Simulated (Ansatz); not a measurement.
`[SiH3]C1=CS1` and `OC1=CS1` differ in one atom or group.

Ansatz, PBE0-D4/def2-TZVP geometries, multiplicity 1. Each molecule was computed in one conformer, which needn't be the lowest.

```json
{"property": "zero-point energy (PBE0-D4/def2-TZVP) / kJ/mol", "`[SiH3]C1=CS1`": "119.2"}
{"property": "HOMO–LUMO gap (ωB97M-V/def2-TZVPP) / eV", "`[SiH3]C1=CS1`": "8.84"}
{"property": "ideal-gas entropy at 298 K and 1 bar (rigid rotor, harmonic PBE0-D4/def2-TZVP) / J/(mol·K)", "`[SiH3]C1=CS1`": "319"}
{"property": "HOMO energy (B3LYP/def2-TZVPP) / eV", "`[SiH3]C1=CS1`": "-5.44"}
{"property": "size of the dipole moment (ωB97M-V/def2-TZVPP) / D", "`[SiH3]C1=CS1`": "2.14"}
{"property": "size of the dipole moment (B3LYP/def2-TZVPP) / D", "`[SiH3]C1=CS1`": "2.12"}
```

(1) What does the change do to each property? (An estimate is asked.)

Results:

(1) Ansatz gave: 
```tsv
property	`OC1=CS1`	shift
zero-point energy (PBE0-D4/def2-TZVP) / kJ/mol	91.2	-28.0
HOMO–LUMO gap (ωB97M-V/def2-TZVPP) / eV	8.92	0.08
ideal-gas entropy at 298 K and 1 bar (rigid rotor, harmonic PBE0-D4/def2-TZVP) / J/(mol·K)	286	-33
HOMO energy (B3LYP/def2-TZVPP) / eV	-5.15	0.29
size of the dipole moment (ωB97M-V/def2-TZVPP) / D	3.43	1.29
size of the dipole moment (B3LYP/def2-TZVPP) / D	3.43	1.31
```

With PBE0 the HOMO rises by 0.31 eV and the LUMO rises by 0.62 eV, so the gap widens by about 0.31 eV. PBE moves the HOMO by 0.36 eV and ωB97M-V by 0.29 eV. The zero-point energy changes by -28.0 kJ/mol with -6 modes. Dipoles are sizes alone; their direction can turn.

B3LYP here is the variant with VWN-RPA as its local correlation; programs differ in this.
